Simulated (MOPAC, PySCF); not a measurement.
C$_{3}$H$_{7}$B, SMILES `B(/[H])=C\CC`, neutral singlet in the gas phase. 

Cartesian coordinates (Å):
SMILES: [H]/B=C/CC
```xyz
11

B      2.1745    -0.1819    -0.6024
C      0.8990    -0.5778    -0.2384
C     -0.1284     0.0364     0.6854
C     -1.4319     0.3964    -0.0354
H      3.2684     0.1133    -0.9363
H      0.5771    -1.5064    -0.7406
H      0.2876     0.9342     1.1668
H     -0.3503    -0.6732     1.5014
H     -2.1659     0.8225     0.6650
H     -1.2473     1.1298    -0.8331
H     -1.8830    -0.4934    -0.4996
```
Charge 0, spin multiplicity 1.

All levels are single points at this geometry (PBE-D3(BJ)/def2-TZVP); Pople sets use spherical d functions. Orbital energies aren't observables, and empty levels follow the basis.

BP86/6-31G* in PySCF gives gap (eV) = 2.89.

### Question
Estimate the gap (eV) from each of these levels: PBE-D3(BJ)/def2-TZVP in PySCF; B3LYP/3-21G in PySCF; B3LYP/6-311+G** in PySCF; B3LYP/6-31G* in PySCF; M06-2X/6-31G* in PySCF; PBE/6-31G* in PySCF; SVWN5/6-31G* in PySCF; HF/STO-3G in PySCF; AM1 in MOPAC; PM3 in MOPAC; PM6 in MOPAC; PM7 in MOPAC.

### Answer

```tsv
level	gap (eV)
PBE-D3(BJ)/def2-TZVP in PySCF	2.82
B3LYP/3-21G in PySCF	4.60
B3LYP/6-311+G** in PySCF	4.41
B3LYP/6-31G* in PySCF	4.58
M06-2X/6-31G* in PySCF	7.13
PBE/6-31G* in PySCF	2.86
SVWN5/6-31G* in PySCF	2.71
HF/STO-3G in PySCF	13.83
AM1 in MOPAC	9.73
PM3 in MOPAC	10.55
PM6 in MOPAC	8.56
PM7 in MOPAC	8.79
```
